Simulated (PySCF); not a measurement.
AlAs2H5, SMILES [AsH2][AlH][AsH2]. Atoms are numbered in the order given.

```xyz
8

Al     0.0000     0.0000    -0.9950
As     2.1265     0.0614     0.2136
H      2.6694    -1.1124    -0.6063
H      1.5813    -0.8462     1.3182
As    -2.1265    -0.0614     0.2136
H     -2.6694     1.1124    -0.6063
H     -1.5813     0.8462     1.3182
H      0.0000     0.0000    -2.5833
```

Geometry: B3LYP-D3(BJ)/def2-SVP. The structure was generated by enumeration; whether it is a known compound was not checked.

Two levels are set side by side: PBE/pcSseg-1 (PySCF) and B3LYP/pcSseg-1 (PySCF). GIAO shifts against AsH3 (⁷⁵As), TMS (¹H) at the same level; non-relativistic, no solvent, atoms listed together averaged. Differences are taken from unrounded values.

| quantity | B3LYP |
|---|---|
| δ(⁷⁵As) of As2, As5 (ppm) | 5.2 |
| δ(¹H) of H8 (ppm) | 7.03 |

### Question
What does PBE give, and how far is it from B3LYP? (The exact figures need the calculation; the answer reports its results.)

### Answer

```tsv
quantity	PBE	PBE minus B3LYP
δ(⁷⁵As) of As2, As5 (ppm)	19.7	14.5
δ(¹H) of H8 (ppm)	7.43	0.40
```

Rough cost on one machine, each run with all the roots and properties that it gave: B3LYP against PBE within a factor of 2.
